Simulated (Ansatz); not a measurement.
Molecule: CBrF2, charge 0, multiplicity 2. SMILES: F[C](F)Br
Geometry: optimised at B3LYP-D3(BJ)/def2-TZVP (Ansatz, a first-principles code).

Quantity: atomisation energy, in kcal/mol. Terms: non-relativistic; six Cartesian d functions in 6-31G* and its kin unless marked 5d; no spin-orbit coupling; atomisation electronic, to ground-state atoms; open shells spin-unrestricted; LANL2DZ with its own core potentials from Na on. Ab initio and DFT rows: single points at B3LYP-D3(BJ) geometries (Ansatz).

```json
[
 {"level": "HF/STO-3G", "program": "Ansatz", "atomisation energy (kcal/mol)": "187.1"},
 {"level": "HF/3-21G", "program": "Ansatz", "atomisation energy (kcal/mol)": "144.7"},
 {"level": "HF/LANL2DZ", "program": "Ansatz", "atomisation energy (kcal/mol)": "111.0"},
 {"level": "HF/6-31G*", "program": "Ansatz", "atomisation energy (kcal/mol)": "179.0"},
 {"level": "HF/6-31G* with LANL2DZ past Ar", "program": "Ansatz", "atomisation energy (kcal/mol)": "168.1"}
]
```

No value to compare with is used here. The 5 habitual levels span 111.0 (HF/LANL2DZ) to 187.1 kcal/mol (HF/STO-3G).

The sets are all those run for this method; left out are runs that failed, that the program found above a lower state of the same kind, or whose <S^2> lies over 0.5 above the pure value.
